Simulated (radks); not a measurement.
Q: Coherent X-ray form factor from a spherical all-electron density. Calculated with a radial shooting solver on a logarithmic mesh with Libxc functionals: Dirac Kohn-Sham, BLYP, spin-unpolarised, spherical densities, finite nucleus; Fermi nuclear charge, rms radius of each element as measured or else 0.836 A^(1/3) + 0.57 fm.

| sin(theta)/lambda (1/angstrom) | f0 (electrons) |
|---|---|
| 0.05 | 44.583 |
| 0.1 | 43.383 |
| 0.15 | 41.541 |
| 0.2 | 39.252 |
| 0.25 | 36.723 |
| 0.3 | 34.143 |
| 0.4 | 29.356 |
| 0.5 | 25.486 |
| 0.6 | 22.577 |
| 0.8 | 18.726 |
| 1 | 16.033 |
| 1.25 | 13.087 |
| 1.5 | 10.516 |
| 2 | 7.122 |

The species is in the configuration that NIST lists as its ground one. Which atom or ion scatters so?

A: The indium ion In4+, [Kr] 4d9. Extrapolating in s^2 from the first two rows gives f0(0) = 45.0, near the electron count 45; among species with that count, the fall with angle is slower the higher Z, and the table is that of Z = 49; from so few rows the species is fixed only to a neighbour or two.
